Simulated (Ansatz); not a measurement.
`F[B-]1(F)[NH2+][B-](F)(F)[NH2+]1`, relaxed with RKS PBE-D4/def2-SVP in Ansatz 0.2.0 from a rough embedded geometry. The force threshold is 0.03 eV/Å; the program also tests the step.

Total charge 0; spin multiplicity 1.

Start:

```xyz
12

F     0.974    1.945   -0.484
B     0.177    0.718   -0.682
F    -0.345    0.677   -2.025
N    -0.991    0.578    0.333
B    -0.167   -0.762    0.681
F     0.360   -0.731    2.064
F    -0.974   -1.924    0.422
N     0.912   -0.547   -0.366
H    -0.890    1.287    1.155
H    -1.866    0.379   -0.050
H     1.906   -0.373    0.076
H     0.905   -1.249   -1.124
```

(1) By how much does the energy fall, and how many steps does the optimiser take? (Best estimate.)

(2) Which bonds change most? (Estimate.)

(3) Give the relaxed structure. (An estimate is asked.)

Answers

(1) Computed: 99.09 kJ/mol, in 4 steps.

(2) The calculation gave: B2–N8 from 1.497 to 1.611 Å; B5–F6 from 1.480 to 1.374 Å; F1–B2 from 1.476 to 1.374 Å; B5–N8 from 1.519 to 1.611 Å.

(3) The calculation gave: 
```xyz
12

F     0.946    1.909   -0.480
B     0.184    0.801   -0.759
F    -0.341    0.729   -2.026
N    -0.947    0.562    0.363
B    -0.186   -0.803    0.756
F     0.332   -0.743    2.027
F    -0.950   -1.906    0.464
N     0.950   -0.560   -0.360
H    -0.965    1.270    1.108
H    -1.896    0.431   -0.008
H     1.895   -0.421    0.018
H     0.977   -1.268   -1.103
```
